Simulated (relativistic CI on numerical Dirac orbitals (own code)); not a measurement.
**Crystal-field levels of Ag3+, 4d8**

Calculated by Dirac-Coulomb-Breit CI, orbitals from a KLI potential per configuration, QED by a radiative potential, valence Slater integrals scaled by 0.9, one configuration in a parametric crystal field (own radial code). With so little scaling, terms lie 10 to 35 % too far apart, which can change the order of excited levels.

Field parameters in Wybourne normalisation: Td as Oh with Dq negative (B⁴₀ = 21Dq, B⁴₄ = √(5/14) B⁴₀). The field is a parameter set, without covalency.

S is read from ⟨S²⟩ = S(S + 1).

Site symmetry Td; labels are those of the double group. Computed levels in cm⁻¹ above the lowest, in rising order:

```tsv
Δ (size of 10Dq)	Lowest	No. 2	No. 3	No. 4	No. 5	No. 6	No. 7	No. 8
2650	A1	576 T1	1189 E	2369 T2	5234 T2	5560 T1	6149 A2	7019 E
4800	A1	823 T1	1886 E	3211 T2	6568 T2	7126 T1	7976 A2	8214 E
6900	A1	965 T1	2349 E	3490 T2	8187 T2	8804 T1	9600 E	9811 A2
9050	A1	1055 T1	2658 E	3585 T2	9895 T2	10619 T1	11195 E	11732 A2
11150	A1	1111 T1	2852 E	3610 T2	11487 T2	12455 T1	12866 E	13640 A2
13300	A1	1150 T1	2982 E	3607 T2	12920 T2	14382 T1	14623 E	15621 A2
15400	A1	1175 T1	3065 E	3592 T2	14005 T2	16055 E	16299 T1	17107 E
17550	A1	1194 T1	3122 E	3571 T2	14744 T2	16405 E	18288 T1	18673 E
19650	A1	1206 T1	3158 E	3547 T2	15180 T2	16437 E	20252 T1	20535 E
```

Ground-state S against |10Dq| in cm⁻¹: 2650: 1.00, 4800: 1.00, 6900: 1.00, 9050: 1.00, 11150: 1.00, 13300: 1.00, 15400: 1.00, 17550: 1.00, 19650: 1.00.

No abrupt spin change occurs in this range.
